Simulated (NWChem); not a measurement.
System: AlSiNH₆O₅; SMILES [Al]([NH][Si](O)(O)O)([OH])[OH]

Here is an NWChem input.

```
start job
memory heap 200 mb stack 900 mb global 1100 mb
geometry units angstroms noautosym nocenter noautoz
  Si     0.012534     1.267239     0.054320
  O      1.550467     0.766791    -0.432633
  O     -0.587551     2.207552    -1.190607
  O      0.019072     2.316489     1.361881
  N     -0.794304    -0.212531     0.390902
  Al    -0.198971    -1.863235    -0.044688
  O     -1.290365    -3.157705     0.225192
  O      1.386861    -2.077950    -0.660764
  H      1.960816     1.405143    -1.042858
  H     -0.963022     3.050179    -0.881838
  H      0.166586     1.874250     2.215598
  H     -1.737586    -0.129067     0.783722
  H     -1.040030    -4.071049     0.017866
  H      1.834082    -1.206387    -0.719282
end
basis spherical
  Si library def2-svp
  O library def2-svp
  N library def2-svp
  Al library def2-svp
  H library def2-svp
end
dft
  xc xpbe96 cpbe96
  iterations 150
end
property
  efieldgrad
end
task dft property
```

Parts of the log:

```
             Northwest Computational Chemistry Package (NWChem) 7.3.0
             --------------------------------------------------------

                             Geometry "geometry" -> ""
                             -------------------------

 Output coordinates in angstroms (scale by  1.889725989 to convert to a.u.)

  No.       Tag          Charge          X              Y              Z
 ---- ---------------- ---------- -------------- -------------- --------------
    1 Si                  14.0000     0.01253400     1.26723900     0.05432000
    2 O                    8.0000     1.55046700     0.76679100    -0.43263300
    3 O                    8.0000    -0.58755100     2.20755200    -1.19060700
    4 O                    8.0000     0.01907200     2.31648900     1.36188100
    5 N                    7.0000    -0.79430400    -0.21253100     0.39090200
    6 Al                  13.0000    -0.19897100    -1.86323500    -0.04468800
    7 O                    8.0000    -1.29036500    -3.15770500     0.22519200
    8 O                    8.0000     1.38686100    -2.07795000    -0.66076400
    9 H                    1.0000     1.96081600     1.40514300    -1.04285800
   10 H                    1.0000    -0.96302200     3.05017900    -0.88183800
   11 H                    1.0000     0.16658600     1.87425000     2.21559800
   12 H                    1.0000    -1.73758600    -0.12906700     0.78372200
   13 H                    1.0000    -1.04003000    -4.07104900     0.01786600
   14 H                    1.0000     1.83408200    -1.20638700    -0.71928200

 Effective nuclear repulsion energy (a.u.)     565.0223827914

  pbe96 is a nonlocal functional; adding pw91lda local functional.
                              NWChem Property Module
                              ----------------------

  itol2e modified to match energy
  convergence criterion.

                                 NWChem DFT Module
                                 -----------------

 Summary of "ao basis" -> "ao basis" (spherical)
 ------------------------------------------------------------------------------
       Tag                 Description            Shells   Functions and Types
 ---------------- ------------------------------  ------  ---------------------
 Si                         def2-svp                 8       18   4s3p1d
 O                          def2-svp                 6       14   3s2p1d
 N                          def2-svp                 6       14   3s2p1d
 Al                         def2-svp                 8       18   4s3p1d
 H                          def2-svp                 3        5   2s1p

  itol2e modified to match energy
  convergence criterion.

            General Information
            -------------------
          SCF calculation type: DFT
          Wavefunction type:  closed shell.
          No. of atoms     :    14
          No. of electrons :    80
           Alpha electrons :    40
            Beta electrons :    40
          Charge           :     0
          Spin multiplicity:     1
          Use of symmetry is: off; symmetry adaption is: off
          Maximum number of iterations: 150
          AO basis - number of functions:   150
                     number of shells:    70
          Convergence on energy requested:  1.00D-07
          Convergence on density requested:  1.00D-05
          Convergence on gradient requested:  5.00D-04

              XC Information
              --------------
          PerdewBurkeErnzerhof Exchange Functional  1.000
            Perdew 1991 LDA Correlation Functional  1.000 local
           PerdewBurkeErnz. Correlation Functional  1.000 non-local

             Grid Information
             ----------------
          Grid used for XC integration:  fine
          Radial quadrature: Mura-Knowles
          Angular quadrature: Lebedev.
          Tag              B.-S. Rad. Rad. Pts. Rad. Cut. Ang. Pts.
          ---              ---------- --------- --------- ---------
          Si                  1.10      123          13.0       770
          O                   0.60       70          15.0       590
          N                   0.65       70          11.0       590
          Al                  1.25      123          12.0       770
          H                   0.35       60          15.0       590
          Grid pruning is: on
          Number of quadrature shells:  1026
          Spatial weights used:  Erf1

      Superposition of Atomic Density Guess
      -------------------------------------

 Sum of atomic energies:        -961.22558654

      Non-variational initial energy
      ------------------------------

 Total energy =    -963.654314
 1-e energy   =   -2454.097548
 2-e energy   =     925.420851
 HOMO         =      -0.386679
 LUMO         =      -0.050448

   convergence    iter        energy       DeltaE   RMS-Dens  Diis-err
 ---------------- ----- ----------------- --------- --------- ---------
 d= 0,ls=0.0,diis     1   -965.2453353859 -1.53D+03  1.63D-02  2.19D+00
 d= 0,ls=0.0,diis     2   -964.8075368788  4.38D-01  1.05D-02  6.78D+00
 d= 0,ls=0.0,diis     3   -965.4669423517 -6.59D-01  2.34D-03  1.65D-01
 d= 0,ls=0.0,diis     4   -965.4736224128 -6.68D-03  1.18D-03  9.76D-02
 d= 0,ls=0.0,diis     5   -965.4836124683 -9.99D-03  2.32D-04  1.90D-03
  Resetting Diis
 d= 0,ls=0.0,diis     6   -965.4837411485 -1.29D-04  9.85D-05  7.71D-04
 d= 0,ls=0.0,diis     7   -965.4838162072 -7.51D-05  3.38D-05  9.85D-06
 d= 0,ls=0.0,diis     8   -965.4838135185  2.69D-06  2.19D-05  3.72D-05
 d= 0,ls=0.0,diis     9   -965.4838171931 -3.67D-06  4.39D-06  7.25D-07
 d= 0,ls=0.0,diis    10   -965.4838172753 -8.22D-08  7.50D-07  2.27D-08

         Total DFT energy =     -965.483817275348
      One electron energy =    -2462.349663986516
           Coulomb energy =     1023.024842229873
    Exchange-Corr. energy =      -91.181378310080
 Nuclear repulsion energy =      565.022382791375

 Numeric. integr. density =       79.999998616292

                       DFT Final Molecular Orbital Analysis
                       ------------------------------------

[...]

          -----------------------
          Electric field gradient
          -----------------------

 1 a.u. = 0.324123 10**(16) esu/cm**3  ( or statvolts/cm**2 ) = 0.97174 10**(22) v/m**2

 ------------------------------------------------------------
   Atom      X         Y         Z
 ------------------------------------------------------------
    1 Si   0.02369   2.39473   0.10265
 ------------------------------------------------------------

 Electric field gradient in molecular frame (a.u.)
         XX             YY             ZZ             XY             XZ             YZ
 ------------------------------------------------------------------------------------------
       -0.079541       0.112333      -0.032792       0.128377      -0.035915      -0.082655

 Principal components (a.u.) and orientation
 of principal axis w.r.t. absolute frame                      Asymmetry parameter eta
 --------------------------------------------------------------------------------------
        0.210019      -0.144149      -0.065870                       0.372723

        0.415727       0.885308       0.208328
        0.840448      -0.461497       0.284020
       -0.347588      -0.057014       0.935912

 ------------------------------------------------------------
   Atom      X         Y         Z
 ------------------------------------------------------------
    2 O    2.92996   1.44902  -0.81756
 ------------------------------------------------------------

 Electric field gradient in molecular frame (a.u.)
         XX             YY             ZZ             XY             XZ             YZ
 ------------------------------------------------------------------------------------------
       -0.204802       0.002444       0.202358      -0.283223       0.947864       0.757022

 Principal components (a.u.) and orientation
 of principal axis w.r.t. absolute frame                      Asymmetry parameter eta
 --------------------------------------------------------------------------------------
       -1.349497       1.151547       0.197951                       0.706631

        0.627707       0.465874      -0.623655
        0.476286       0.403853       0.781060
       -0.615740       0.787315      -0.031612

 ------------------------------------------------------------
   Atom      X         Y         Z
 ------------------------------------------------------------
    3 O   -1.11031   4.17167  -2.24992
 ------------------------------------------------------------

 Electric field gradient in molecular frame (a.u.)
         XX             YY             ZZ             XY             XZ             YZ
 ------------------------------------------------------------------------------------------
        0.627344      -0.916040       0.288696       0.976098      -0.022646      -0.065158

 Principal components (a.u.) and orientation
 of principal axis w.r.t. absolute frame                      Asymmetry parameter eta
 --------------------------------------------------------------------------------------
       -1.390063       1.102875       0.287188                       0.586798

       -0.435089       0.897925       0.066552
        0.899919       0.436058      -0.000043
        0.029059      -0.059873       0.997783

 ------------------------------------------------------------
   Atom      X         Y         Z
 ------------------------------------------------------------
    4 O    0.03604   4.37753   2.57358
 ------------------------------------------------------------

 Electric field gradient in molecular frame (a.u.)
         XX             YY             ZZ             XY             XZ             YZ
 ------------------------------------------------------------------------------------------
        1.040868       0.245716      -1.286584       0.178230      -0.296077       0.304854

 Principal components (a.u.) and orientation
 of principal axis w.r.t. absolute frame                      Asymmetry parameter eta
 --------------------------------------------------------------------------------------
       -1.388458       1.101710       0.286748                       0.586955

        0.132778       0.980603      -0.144177
       -0.195737       0.168543       0.966064
        0.971626      -0.100052       0.214320

 ------------------------------------------------------------
   Atom      X         Y         Z
 ------------------------------------------------------------
    5 N   -1.50102  -0.40163   0.73870
 ------------------------------------------------------------

 Electric field gradient in molecular frame (a.u.)
         XX             YY             ZZ             XY             XZ             YZ
 ------------------------------------------------------------------------------------------
       -0.329175      -0.062938       0.392113      -0.042116       0.384393      -0.004844

 Principal components (a.u.) and orientation
 of principal axis w.r.t. absolute frame                      Asymmetry parameter eta
 --------------------------------------------------------------------------------------
        0.559280      -0.498718      -0.060562                       0.783428

        0.398212       0.915086      -0.063604
       -0.034090       0.084055       0.995878
        0.916660      -0.394402       0.064667

 ------------------------------------------------------------
   Atom      X         Y         Z
 ------------------------------------------------------------
    6 Al  -0.37600  -3.52100  -0.08445
 ------------------------------------------------------------

 Electric field gradient in molecular frame (a.u.)
         XX             YY             ZZ             XY             XZ             YZ
 ------------------------------------------------------------------------------------------
        0.244331       0.266071      -0.510402       0.055329      -0.318115       0.083929

 Principal components (a.u.) and orientation
 of principal axis w.r.t. absolute frame                      Asymmetry parameter eta
 --------------------------------------------------------------------------------------
       -0.637196       0.366445       0.270751                       0.150179

        0.343442       0.918178      -0.197475
       -0.107727       0.247391       0.962908
        0.932975      -0.309430       0.183877

 ------------------------------------------------------------
   Atom      X         Y         Z
 ------------------------------------------------------------
    7 O   -2.43844  -5.96720   0.42555
 ------------------------------------------------------------

 Electric field gradient in molecular frame (a.u.)
         XX             YY             ZZ             XY             XZ             YZ
 ------------------------------------------------------------------------------------------
        0.527196      -1.289266       0.762069       0.182886       0.156062      -0.332594

 Principal components (a.u.) and orientation
 of principal axis w.r.t. absolute frame                      Asymmetry parameter eta
 --------------------------------------------------------------------------------------
       -1.364151       0.864248       0.499903                       0.267086

       -0.108170       0.367116       0.923864
        0.980946      -0.111446       0.159139
        0.161384       0.923475      -0.348066

 ------------------------------------------------------------
   Atom      X         Y         Z
 ------------------------------------------------------------
    8 O    2.62079  -3.92676  -1.24866
 ------------------------------------------------------------

 Electric field gradient in molecular frame (a.u.)
         XX             YY             ZZ             XY             XZ             YZ
 ------------------------------------------------------------------------------------------
       -0.176071      -0.522542       0.698613      -0.770721       0.254569       0.125209

 Principal components (a.u.) and orientation
 of principal axis w.r.t. absolute frame                      Asymmetry parameter eta
 --------------------------------------------------------------------------------------
       -1.174635       0.776327       0.398308                       0.321819

        0.626854       0.340016       0.701030
        0.767093      -0.111745      -0.631728
       -0.136461       0.933757      -0.330872

 ------------------------------------------------------------
   Atom      X         Y         Z
 ------------------------------------------------------------
    9 H    3.70540   2.65534  -1.97072
 ------------------------------------------------------------

 Electric field gradient in molecular frame (a.u.)
         XX             YY             ZZ             XY             XZ             YZ
 ------------------------------------------------------------------------------------------
        0.088741      -0.058901      -0.029840      -0.175864       0.189270       0.271589

 Principal components (a.u.) and orientation
 of principal axis w.r.t. absolute frame                      Asymmetry parameter eta
 --------------------------------------------------------------------------------------
       -0.441763       0.237104       0.204659                       0.073442

        0.437379       0.488496       0.755031
        0.645243       0.414345      -0.641857
       -0.626387       0.767913      -0.133973

[...]
```

Level: PBE/def2-SVP. All runs use the structure optimised with PBE-D3(BJ)/def2-SVP. No frequency run checked for a minimum. NWChem prints the field gradient with the sign opposite to the second derivative of the potential.
